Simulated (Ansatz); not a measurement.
Input file for Ansatz (a program for electronic structure): U-CCSD(T)/aug-cc-pVQZ on HF-, 2S+1 = 2, a spin state set in the input, which need not be the lowest, a point of a bond scan (R = 1.210 Å). Charge -1.

Ansatz 0.2 input:
```yaml
crystal:
  periodic: [false, false, false]
  atoms:
    - {symbol: H, position_ang: [0.00000000, 0.00000000, 0.00000000]}
    - {symbol: F, position_ang: [0.00000000, 0.00000000, 1.21029600]}
basis:
  gaussian:
    orbitals: aug-cc-pVQZ
    pivot_positions_ang: [[0.00000000, 0.00000000, 0.00000000], [0.00000000, 0.00000000, 1.21029600]]
total_charge: -1
magnetization: {spin_polarized: true, initial_magnetization: 1}
correlation: {method: ccsd_t, electrons: outside_noble_gas}
output: {orbitals: {seedname: ./end}}
```

Output:

```
WARN ansatz: RAYON_NUM_THREADS=2 ignored (pool sized by the plan → 2); use --threads N
Functional definition: HF
integrals: 0.35 GiB planned
911 factors; integrals over basis functions are off by at most 5.0e-4 eV
mean field: 0.28 GiB planned
mean field evaluation 1: about -2714.6969 eV, gradient 4.2e1 eV
mean field evaluation 2: about -2714.6970 eV, gradient 4.2e1 eV
mean field evaluation 4: about -2720.8264 eV, gradient 4.0e0 eV
mean field evaluation 8: about -2720.9467 eV, gradient 1.8e-1 eV
mean field evaluation 16: about -2714.6970 eV, gradient 4.2e1 eV
mean field evaluation 32: about -2718.6771 eV, gradient 8.7e-2 eV
mean field evaluation 64: about -2717.5217 eV, gradient 3.8e0 eV
mean field -2720.94810518 eV, -99.9929985404 hartree, gradient 2.2e-6 eV, S^2 0.751189; 1 other end points of the search recorded, 0 dependent functions left out
determinant -2720.94810518 eV, -99.9929985404 hartree, with singles and doubles -2729.72211685 eV, -100.3154375220 hartree
determinant -2718.67721165 eV, -99.9095447427 hartree, with singles and doubles -2727.51499813 eV, -100.2343274051 hartree
1 core orbitals not correlated
reference -2720.94810518 eV, -99.9929985404 hartree; 5, 4 occupied and 120, 121 virtual orbitals, 911 factors
second order -8.78765901 eV of doubles, -0.00000000 eV of singles
coupled cluster: 0.95 GiB planned
cycle   1  -8.65262702 eV  change   -8.1e-1 eV  update   2.7e-2
cycle   2  -8.68791228 eV  change   -3.5e-2 eV  update   1.0e-2
cycle   3  -8.68711972 eV  change    7.9e-4 eV  update   6.9e-3
cycle   4  -8.68683874 eV  change    2.8e-4 eV  update   2.8e-3
cycle   5  -8.68763185 eV  change   -7.9e-4 eV  update   1.2e-3
cycle   6  -8.68771912 eV  change   -8.7e-5 eV  update   6.5e-4
cycle   7  -8.68741168 eV  change    3.1e-4 eV  update   2.4e-4
cycle   8  -8.68746207 eV  change   -5.0e-5 eV  update   8.9e-5
cycle   9  -8.68744463 eV  change    1.7e-5 eV  update   3.0e-5
cycle  10  -8.68743897 eV  change    5.7e-6 eV  update   1.0e-5
perturbative correction -0.31335263 eV, -0.0115154966 hartree
Total energy: -2729.94889677 eV, -100.3237715304 hartree
```

Self-consistency was reached.

Cost: very roughly 12 core-seconds.
